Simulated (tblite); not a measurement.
Compound: C₆H₁₁FO.
Cartesian coordinates in Å at the GFN2-xTB level; atoms count from 1:
```
atom  x, y, z in Å
C1    -2.903   -0.424    0.648
C2    -1.737   -0.231   -0.305
O3    -0.669    0.366    0.427
C4     0.491    0.562   -0.270
F5     0.237    1.416   -1.346
C6     1.323   -0.654   -0.725
C7     2.522   -0.107    0.071
C8     1.660    1.056    0.591
H9    -3.196    0.533    1.068
H10   -2.613   -1.084    1.461
H11   -3.746   -0.856    0.117
H12   -1.412   -1.195   -0.720
H13   -2.022    0.426   -1.136
H14    0.931   -1.596   -0.351
H15    1.459   -0.712   -1.802
H16    3.351    0.212   -0.555
H17    2.893   -0.775    0.843
H18    2.000    2.053    0.326
H19    1.423    1.018    1.650
```

Method: GFN2-xTB as coded in tblite; computed harmonic values from a numerical Hessian at the method's own geometry, unscaled. Errors from tens to a few hundred cm⁻¹ against measured bands are possible. One conformer, not necessarily the lowest.

Harmonic wavenumbers (cm⁻¹): 36.7, 55.8, 113.1, 159.5, 204.2, 309.0, 320.8, 398.6, 431.4, 503.7, 698.0, 764.7, 806.4, 834.9, 851.4, 877.9, 945.6, 1024.9, 1035.7, 1038.7, 1086.2, 1098.1, 1113.0, 1147.8, 1157.6, 1175.9, 1184.2, 1202.4, 1230.7, 1253.7, 1254.1, 1284.6, 1341.8, 1399.6, 1438.9, 1442.8, 1472.9, 1477.9, 1485.2, 1493.3, 2882.8, 2918.9, 3013.4, 3024.0, 3028.7, 3029.9, 3038.3, 3043.8, 3050.7, 3052.7, 3059.2.

A = 4024, B = 1257, C = 1179 MHz; mass 118.079 u (most abundant isotopes); point group C1, symmetry number 1.

**Question.** Zero-point energy?

**Answer.** ½Σν̃ = 35147 cm⁻¹ = 420.45 kJ/mol.

**Question.** Give the ideal-gas entropy at 400 K and 1 bar in the rigid-rotor, harmonic-oscillator model (classical rotation).

**Answer.** Translation 174.47, rotation 122.40, vibration 143.73: S = 440.6 J/(mol K).

**Question.** And Cp and H(400 K) − H(0)?

**Answer.** Cp = 184.32 J/(mol K), of which vibrations give 151.06 (their classical limit is 51 R = 424.0); H(400 K) − H(0) = 42.46 kJ/mol without the zero-point energy, 29.16 from vibrations.

**Question.** What must be added to the electronic energy to get the Gibbs energy at 400 K and 1 bar?

**Answer.** ZPE + [H(400 K) − H(0)] − T·S = 420.45 + 42.46 − 176.24 = 286.67 kJ/mol.

**Question.** Blend soft modes into free rotors: weight 1/[1 + (100 cm⁻¹/ν̃)⁴] for the oscillator and the rest for a rotor with moment μB/(μ + B), μ = h/(8π²ν), B = 10⁻⁴⁴ kg m². What vibrational entropy results?

**Answer.** 129.02 J/(mol K) in place of 143.73, which changes −T·S at 400 K by +5.88 kJ/mol.

Hindered rotation and anharmonicity are outside this model. Other conformers, if any are populated, would add a mixing term that is left out. The structure is chiral; the term R ln 2 for an equal mix with its mirror image is left out.

On Arm Neoverse N1, one thread, shared host with 64 logical CPUs at a one-minute load of 59, this took 0.93 s. The figure is for the frequency step alone.
